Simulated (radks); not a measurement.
The numbers below are computed, except where a source is named.
Q: Ca II, configuration [Ar] 4s1 (the NIST ground configuration). Level of theory: non-relativistic Kohn-Sham, BLYP, spin-polarised, spherical densities, point nucleus; open shells are filled with parallel spins first (a radial shooting solver on a logarithmic mesh with Libxc functionals). Some entries of the table are withheld. Estimate them.

| orbital | occ. | eigenvalue (eV) | <r> (bohr) |
|---|---|---|---|
| 1s up | 1 | -3936.682 | 0.07737 |
| 1s down | 1 | -3936.646 | 0.07737 |
| 2s up | 1 | -417.5203 | 0.3670 |
| 2s down | 1 | -417.4850 | 0.3670 |
| 2p up | 3 | -341.5161 | 0.3287 |
| 2p down | 3 | -341.4811 | 0.3287 |
| 3s up | 1 | -53.2911 | 1.161 |
| 3s down | 1 | -53.1963 | 1.161 |
| 3p up | 3 | -34.7050 | (1) |
| 3p down | 3 | -34.5981 | (2) |
| 4s up | 1 | -9.2354 | 3.560 |
| 3d up | 0 | (3) | 1.994 |
| 3d down | 0 | (4) | 1.925 |
| 4p up | 0 | (5) | 4.314 |

A: 
(1) 3p up <r> (bohr): 1.271
(2) 3p down <r> (bohr): 1.268
(3) 3d up eigenvalue (eV): -8.4886
(4) 3d down eigenvalue (eV): -8.2010
(5) 4p up eigenvalue (eV): -6.1372
